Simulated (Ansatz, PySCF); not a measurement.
This PySCF input computes a PBE0/def2-TZVPD energy:

```python
from pyscf import gto, scf, dft

mol = gto.M(
    atom='''
    B    -0.00743775   -0.15429228    0.05506089
    C     1.50809995   -0.40890066    0.02162352
    O    -0.46417787    1.20966664   -0.38917484
    O    -1.09062394   -0.83256379    0.38257350
    H     1.75418833   -1.41596684    0.35703570
    H     2.04527009    0.29537707    0.66487847
    H     1.91070173   -0.28840568   -0.98918238
    H    -1.41124497    1.44139236   -0.39390998
    H    -1.00217824   -1.74131625    0.69611216
    H     0.13026661    1.91696192   -0.68716883
    ''',
    basis='def2-tzvpd',
    charge=1,
    spin=0,
    verbose=4,
)

mf = dft.RKS(mol, xc='pbe0').density_fit(auxbasis='def2-universal-jkfit')
mf.grids.level = 3
mf.conv_tol = 1e-9
mf.max_cycle = 100
mf.max_memory = 1500
mf.kernel()
if not mf.converged:
    mf = mf.newton()
    mf.kernel(mf.make_rdm1())
mf.analyze()
```

Problem. Write an input for the same energy in Ansatz (a program for electronic structure) and say what it gives.

Solution. 
Ansatz 0.2 input:
```yaml
crystal:
  periodic: [false, false, false]
  atoms:
    - {symbol: B, position_ang: [-0.00743775, -0.15429228, 0.05506089]}
    - {symbol: C, position_ang: [1.50809995, -0.40890066, 0.02162352]}
    - {symbol: O, position_ang: [-0.46417787, 1.20966664, -0.38917484]}
    - {symbol: O, position_ang: [-1.09062394, -0.83256379, 0.38257350]}
    - {symbol: H, position_ang: [1.75418833, -1.41596684, 0.35703570]}
    - {symbol: H, position_ang: [2.04527009, 0.29537707, 0.66487847]}
    - {symbol: H, position_ang: [1.91070173, -0.28840568, -0.98918238]}
    - {symbol: H, position_ang: [-1.41124497, 1.44139236, -0.39390998]}
    - {symbol: H, position_ang: [-1.00217824, -1.74131625, 0.69611216]}
    - {symbol: H, position_ang: [0.13026661, 1.91696192, -0.68716883]}
basis:
  gaussian:
    orbitals: def2-TZVPD
hamiltonian:
  xc: {name: PBE0}
total_charge: 1
output: {forces: true}
```
It gives -216.68086 Eh, and PySCF -216.68094 Eh, a difference of 0.08 mEh, from the treatment of integrals and grids.

It need not be the lowest isomer of its formula.
